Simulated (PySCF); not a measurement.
# C₆ coefficients of unlike pairs at PBE

Calculated with PySCF 2.14 from the dipole response of each species, C₆(A,B) = (3/π) ∫ α_A(iu) α_B(iu) du, in atomic units, from isotropic polarisabilities. For ions this is the dispersion term alone; charge-induced terms of lower order in 1/R come first.

```csv
species,configuration,basis,relativity,α (bohr³),C₆ (like pair)
Sr,[Kr] 5s2 (1S),aug-cc-pVDZ-X2C (7s6p4d),spin-free X2C,192.2,3066
F²⁺,[He] 2s2 2p3 (4S),aug-cc-pVDZ-DK (4s3p2d),spin-free X2C,1.244,1.589
Cr⁺,[Ar] 3d5 (6S),aug-cc-pwCVTZ (10s9p7d4f3g),none,13.90,51.85
Rb,[Kr] 5s1 (2S),aug-cc-pVDZ-X2C (7s6p4d),spin-free X2C,364.3,5720
```

Q: Estimate C₆ for Rb with F²⁺.

A: The integral gives 41.58. The combination rule 2 C_A C_B / (C_A α_B/α_A + C_B α_A/α_B) gives 37.50 and the geometric mean 95.33.

No spin-orbit coupling is included.

The other pairs:

| pair | C₆ |
| --- | --- |
| Rb, Cr⁺ | 381.6 |
| Rb, Sr | 3993 |
| Cr⁺, F²⁺ | 8.235 |
| F²⁺, Sr | 39.62 |
| Cr⁺, Sr | 333.7 |
